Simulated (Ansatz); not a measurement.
Basis-set series for ClGeH₂N, SMILES `[NH2][Ge][Cl]`. Total charge 0; spin multiplicity 1. The geometry is a stationary point of PBE0-D4/def2-TZVP. It is one conformer, not always the lowest.

```csv
functional,basis,functions,energy (Eh),HOMO (eV),LUMO (eV)
PBE0-D4,def2-SVP,74,-2592.29922,-7.36,-1.61
PBE0-D4,def2-QZVPP,276,-2592.85205,-7.59,-1.89
ωB97M-V,def2-SVP,74,-2592.61767,-9.46,0.39
ωB97M-V,def2-QZVPP,276,-2593.16857,-9.74,-0.01
```

Task: Give the rows for def2-TZVPP. (Best estimate.)

Result: Ansatz gave: 
```tsv
functional	basis	functions	energy (Eh)	HOMO (eV)	LUMO (eV)
PBE0-D4	def2-TZVPP	149	-2592.78993	-7.53	-1.81
ωB97M-V	def2-TZVPP	149	-2593.10837	-9.66	0.15
```

Positive LUMOs are unbound and depend on the basis. Scalar relativity is left out up to krypton.
